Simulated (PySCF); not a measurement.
Computed IR spectrum (relative IR intensity) of a molecule C₇H₁₄O. Geometry: r2SCAN-D4/def2-SVP. The values are those of a single conformer. Method: r2SCAN-D4/def2-SVP in PySCF. Harmonic, unscaled wavenumbers; measured fundamentals usually lie a few per cent lower.

ν (cm⁻¹): 227 (vw), 461 (vw), 471 (vw), 608 (w), 720 (vw), 910 (w), 943 (w), 1166 (m), 1248 (w), 1319 (w), 1351 (m), 1378 (m), 1391 (vw), 1397 (w), 1432 (w), 1446 (w), 1470 (w), 1482 (w), 1815 (vs), 2996 (w), 3004 (w), 3017 (m), 3025 (m), 3035 (w), 3039 (m), 3045 (vw), 3067 (w), 3093 (m), 3116 (m), 3125 (m), 3176 (w) (against the strongest line: vs over 80 %, s over 45 %, m over 15 %, w over 4 %, vw less)

Problem. Pick the molecule that these values belong to.
(A) CCCCCC(C)=O
(B) C=C(OC)C(C)(C)C
(C) CO/C=C\C(C)(C)C

Solution. A, CCCCCC(C)=O
